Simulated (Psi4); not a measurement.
Here is a job for Psi4.
```
memory 2 GB

molecule mol {
0 4
  N     0.000000    0.000000    0.000000
}

set basis def2-svp
set reference uks
set scf_type pk
set puream true
set d_convergence 1e-8
set dft_radial_points 99
set dft_spherical_points 590

energy('cam-b3lyp')
print_variables()
```

Task: What does this run give for the dipole moment, <S^2>, number of basis functions, total energy?

Result: 
```
Quantity                           Value
-------------------------  -------------
dipole moment                     0.00 D
<S^2>                              3.753
number of basis functions             14
total energy               -54.516278 Ha
```

These values belong to the state on which the SCF converged, which isn't shown to be the lowest.
